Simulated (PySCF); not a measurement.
Dipole response of Pd (palladium, neutral)

[Kr] 4d10, closed-shell 1S. Calculation: PySCF 2.14, in def2-QZVPPD with the def2 core potential (28 electrons); a scalar-relativistic core potential. Coupled (time-dependent) response in atomic units; α is the mean over directions.

```
 method  mean α (bohr³)  C₆ (like pair)  S(−4)
    UHF           19.83           137.5  224.3
    PBE           27.14           193.8  601.2
   PBE0           24.48           174.2  421.3
r2SCANh           25.35           182.6  451.0
r2SCAN0           24.01           172.1  379.3
```

S(−4) is the Cauchy moment in α(ω) = α(0) + S(−4) ω² + …

Reference α: 26.14 ± 0.1 bohr³ (recommended; Schwerdtfeger and Nagle, table of static dipole polarizabilities (2023 update)). Published C₆: 628.0 (Gould and Bucko (2016)).

α(iu) at r2SCANh:

```
u (hartree)  α(iu) (bohr³)
          0          25.35
     0.0500          24.31
      0.100          21.93
      0.200          17.15
      0.300          13.84
      0.500          9.811
      0.750          6.952
       1.00          5.227
       1.50          3.310
       2.00          2.295
       3.00          1.283
       5.00         0.5581
```

Energies and moments cover only the electrons outside the core potential.
